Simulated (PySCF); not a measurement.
B3LYP has the VWN-RPA correlation part, as in Gaussian. Delta-SCF ions had no search for a lower state. Excitations are Tamm–Dancoff values on a coarser integration grid. The basis has no diffuse functions, so Rydberg states are missing or too high.

Z-matrix (Å, degrees):
```
Ga
S 1 2.1951
H 2 1.3452 1 93.06
Br 1 2.2854 2 119.38 3 -179.87
Br 1 2.2906 2 121.39 3 0.09
```
Charge 0, multiplicity 1.

Task: What vertical ionisation energy (Delta-SCF), HOMO–LUMO gap, S1–T1 gap (TDA), S1 oscillator strength and total energy does B3LYP-D3(BJ)/def2-TZVP (PySCF) give?

Result: 
| Property | Value |
|---|---|
| vertical ionisation energy (Delta-SCF) | 10.14 eV |
| HOMO–LUMO gap | 5.74 eV |
| S1–T1 gap (TDA) | 0.32 eV |
| S1 oscillator strength | 0.003 |
| total energy | -7472.2640 Ha |
